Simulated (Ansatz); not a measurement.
`C=CN[SiH2]Cl` + CH₄ → `C=CN[SiH2]C` + HCl  (formal exchange of groups at the Si–Cl bond)

Program: Ansatz. Geometries: PBE0-D4/def2-TZVP. ΔE: electronic, gas phase. CBS: MP2 limit from def2 TZ/QZ plus the TZ coupled-cluster correction, frozen cores. This one scheme is used for every species. DFT in def2-TZVPP. B3LYP here is the variant with VWN-RPA as its local correlation; programs differ in this. Each species was taken in one conformer, which may not be the lowest.

```json
{"species": "`C=CN[SiH2]Cl`", "B3LYP-D4 energy (Eh)": "-884.45688"}
{"species": "CH₄", "B3LYP-D4 energy (Eh)": "-40.54051"}
{"species": "`C=CN[SiH2]C`", "B3LYP-D4 energy (Eh)": "-464.11696"}
{"species": "HCl", "B3LYP-D4 energy (Eh)": "-460.83661"}
```

Q: Work out ΔE.

A: ΔE = (-464.11696) + (-460.83661) − (-884.45688) − (-40.54051) = 0.04382 Eh = +27.5 kcal/mol. CCSD(T)/CBS gives +27.1 kcal/mol.

Largest T1 diagnostic among the species: 0.011.

In def2-TZVPP, CCSD(T) changes the Hartree–Fock value by −2.8 kcal/mol (the triples alone add −0.1 kcal/mol) and MP2 by −1.6 kcal/mol.
